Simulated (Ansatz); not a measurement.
Ansatz (an electronic-structure program) input file for Zn(NH3)4 (H12N4Zn), SMILES [NH3]->[Zn+2](<-[NH3])(<-[NH3])<-[NH3], charge +2, PBE-D3(BJ)/def2-SVP. 

Ansatz 0.2 input:
```yaml
crystal:
  periodic: [false, false, false]
  atoms:
    - {symbol: Zn, position_ang: [-0.00000000, 0.00000000, -0.00000000]}
    - {symbol: N, position_ang: [1.19574599, -1.19574599, 1.19574600]}
    - {symbol: H, position_ang: [1.81953919, -0.66972985, 1.81953919]}
    - {symbol: H, position_ang: [1.81953920, -1.81953919, 0.66972984]}
    - {symbol: H, position_ang: [0.66972985, -1.81953919, 1.81953919]}
    - {symbol: N, position_ang: [-1.19574599, -1.19574600, -1.19574599]}
    - {symbol: H, position_ang: [-1.81953919, -0.66972984, -1.81953919]}
    - {symbol: H, position_ang: [-1.81953919, -1.81953919, -0.66972985]}
    - {symbol: H, position_ang: [-0.66972984, -1.81953919, -1.81953919]}
    - {symbol: N, position_ang: [-1.19574599, 1.19574600, 1.19574600]}
    - {symbol: H, position_ang: [-0.66972985, 1.81953919, 1.81953919]}
    - {symbol: H, position_ang: [-1.81953919, 0.66972984, 1.81953919]}
    - {symbol: H, position_ang: [-1.81953919, 1.81953919, 0.66972985]}
    - {symbol: N, position_ang: [1.19574599, 1.19574599, -1.19574600]}
    - {symbol: H, position_ang: [1.81953919, 1.81953919, -0.66972985]}
    - {symbol: H, position_ang: [0.66972984, 1.81953919, -1.81953918]}
    - {symbol: H, position_ang: [1.81953919, 0.66972985, -1.81953919]}
basis:
  gaussian:
    orbitals: def2-SVP
hamiltonian:
  xc: pbe
  dispersion: d3bj
total_charge: 2
relax: {f_tol: 0.002, max_steps: 200}
```

It prints:

```
WARN ansatz: RAYON_NUM_THREADS=2 ignored (pool sized by the plan → 2); use --threads N
Functional definition: PBE
integrals: 0.11 GiB planned
1742 factors; their error is unknown
mean field: 0.56 GiB planned
mean field evaluation 1: about -54487.8635 eV, gradient 1.6e2 eV
mean field evaluation 2: about -54404.5401 eV, gradient 2.3e2 eV
mean field evaluation 4: about -54536.8860 eV, gradient 1.8e1 eV
mean field evaluation 8: about -54537.3182 eV, gradient 2.8e-2 eV
mean field evaluation 16: about -54537.2317 eV, gradient 7.7e-7 eV
mean field -54537.23166028 eV, -2004.2062968520 hartree, gradient 7.9e-7 eV, S^2 0.000000; 0 other end points of the search recorded, 0 dependent functions left out
the calculation of the forces begins
reference -54537.23169955 eV, -2004.2062982951 hartree; 34, 34 occupied and 113, 113 virtual orbitals, 1742 factors
relax step   1: F+E_penalty+E_count = -54537.55883522 eV  Δ(F+E_penalty+E_count) = +0.000e0 eV  max|allowed force component| = 1.971e-1 eV/Å  Δτ_max = 0.0000 Å  (27 SCF iters, accepted)
these checks for a lower state are left out or cut short: starts, cluster_reference, orbital_swaps, neighbouring_geometries, increment
integrals: 0.11 GiB planned
1742 factors; their error is unknown
mean field: 0.56 GiB planned
mean field -54537.24712199 eV, -2004.2068650593 hartree, gradient 2.6e-5 eV, S^2 0.000000; 0 other end points of the search recorded, 0 dependent functions left out
the calculation of the forces begins
reference -54537.24716129 eV, -2004.2068665037 hartree; 34, 34 occupied and 113, 113 virtual orbitals, 1742 factors
relax step   2: F+E_penalty+E_count = -54537.57336087 eV  Δ(F+E_penalty+E_count) = -1.453e-2 eV  max|allowed force component| = 6.253e-2 eV/Å  Δτ_max = 0.0075 Å  (28 SCF iters, accepted)
these checks for a lower state are left out or cut short: starts, cluster_reference, orbital_swaps, neighbouring_geometries, increment
integrals: 0.11 GiB planned
1742 factors; their error is unknown
mean field: 0.56 GiB planned
mean field evaluation 32: about -54537.2490 eV, gradient 2.7e-5 eV
mean field -54537.24896124 eV, -2004.2069326506 hartree, gradient 2.7e-5 eV, S^2 0.000000; 0 other end points of the search recorded, 0 dependent functions left out
the calculation of the forces begins
reference -54537.24900058 eV, -2004.2069340962 hartree; 34, 34 occupied and 113, 113 virtual orbitals, 1742 factors
relax step   3: F+E_penalty+E_count = -54537.57460770 eV  Δ(F+E_penalty+E_count) = -1.247e-3 eV  max|allowed force component| = 9.486e-3 eV/Å  Δτ_max = 0.0041 Å  (29 SCF iters, accepted)
these checks for a lower state are left out or cut short: starts, cluster_reference, orbital_swaps, neighbouring_geometries, increment
integrals: 0.11 GiB planned
1742 factors; their error is unknown
mean field: 0.56 GiB planned
mean field -54537.24906568 eV, -2004.2069364884 hartree, gradient 1.7e-5 eV, S^2 0.000000; 0 other end points of the search recorded, 0 dependent functions left out
the calculation of the forces begins
reference -54537.24910502 eV, -2004.2069379342 hartree; 34, 34 occupied and 113, 113 virtual orbitals, 1742 factors
relax step   4: F+E_penalty+E_count = -54537.57463655 eV  Δ(F+E_penalty+E_count) = -2.885e-5 eV  max|allowed force component| = 3.265e-3 eV/Å  Δτ_max = 0.0007 Å  (21 SCF iters, accepted)
these checks for a lower state are left out or cut short: starts, cluster_reference, orbital_swaps, neighbouring_geometries, increment
integrals: 0.11 GiB planned
1742 factors; their error is unknown
mean field: 0.56 GiB planned
mean field -54537.24907297 eV, -2004.2069367567 hartree, gradient 1.1e-5 eV, S^2 0.000000; 0 other end points of the search recorded, 0 dependent functions left out
the calculation of the forces begins
reference -54537.24911232 eV, -2004.2069382026 hartree; 34, 34 occupied and 113, 113 virtual orbitals, 1742 factors
relax step   5: F+E_penalty+E_count = -54537.57464150 eV  Δ(F+E_penalty+E_count) = -4.949e-6 eV  max|allowed force component| = 2.612e-4 eV/Å  Δτ_max = 0.0002 Å  (20 SCF iters, accepted)
integrals: 0.11 GiB planned
1742 factors; their error is unknown
mean field: 0.56 GiB planned
mean field evaluation 64: about -54537.2491 eV, gradient 6.3e-4 eV
mean field -54537.24907297 eV, -2004.2069367567 hartree, gradient 1.1e-5 eV, S^2 0.000000; 1 other end points of the search recorded, 0 dependent functions left out
the calculation of the forces begins
reference -54537.24911232 eV, -2004.2069382026 hartree; 34, 34 occupied and 113, 113 virtual orbitals, 1742 factors
Total energy: -54537.57468084 eV, -2004.2189026251 hartree
Atom 0 at    -0.000000    -0.000000    -0.000000 Å, force     0.000000     0.000000     0.000000 eV/Å
Atom 1 at     1.198524    -1.198524     1.198524 Å, force    -0.000261     0.000261    -0.000261 eV/Å
Atom 2 at     1.827890    -0.670249     1.827890 Å, force    -0.000046    -0.000068    -0.000046 eV/Å
Atom 3 at     1.827890    -1.827890     0.670249 Å, force    -0.000046     0.000046     0.000068 eV/Å
Atom 4 at     0.670249    -1.827890     1.827890 Å, force     0.000068     0.000046    -0.000046 eV/Å
Atom 5 at    -1.198524    -1.198524    -1.198524 Å, force     0.000261     0.000261     0.000261 eV/Å
Atom 6 at    -1.827890    -0.670249    -1.827890 Å, force     0.000046    -0.000068     0.000046 eV/Å
Atom 7 at    -1.827890    -1.827890    -0.670249 Å, force     0.000046     0.000046    -0.000068 eV/Å
Atom 8 at    -0.670249    -1.827890    -1.827890 Å, force    -0.000068     0.000046     0.000046 eV/Å
Atom 9 at    -1.198524     1.198524     1.198524 Å, force     0.000261    -0.000261    -0.000261 eV/Å
Atom 10 at    -0.670249     1.827890     1.827890 Å, force    -0.000068    -0.000046    -0.000046 eV/Å
Atom 11 at    -1.827890     0.670249     1.827890 Å, force     0.000046     0.000068    -0.000046 eV/Å
Atom 12 at    -1.827890     1.827890     0.670249 Å, force     0.000046    -0.000046     0.000068 eV/Å
Atom 13 at     1.198524     1.198524    -1.198524 Å, force    -0.000261    -0.000261     0.000261 eV/Å
Atom 14 at     1.827890     1.827890    -0.670249 Å, force    -0.000046    -0.000046    -0.000068 eV/Å
Atom 15 at     0.670249     1.827890    -1.827890 Å, force     0.000068    -0.000046     0.000046 eV/Å
Atom 16 at     1.827890     0.670249    -1.827890 Å, force    -0.000046     0.000068     0.000046 eV/Å
Dipole moment:    -0.000000     0.000000    -0.000000 e Å
```

The calculation finished and met its thresholds.
